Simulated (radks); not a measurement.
Problem. Successive ionisation energies (eV) of one element, from differences of total energies of ions in their ground configurations, starting at charge 0: 9.371, 17.488, 27.603, 37.387, 59.124, 71.002, 123.90. All-electron calculation, Dirac Kohn-Sham, PBEsol, spin-unpolarised, spherical densities, finite nucleus; open shells fill j = l - 1/2 first; Fermi nuclear charge, rms radius 4.7423 fm. Program: a radial shooting solver on a logarithmic mesh with Libxc functionals. Which element is it?

Solution. Tellurium (Z = 52). The first species listed is Te in [Kr] 4d10 5s2 5p4, the last Te6+ in [Kr] 4d10.
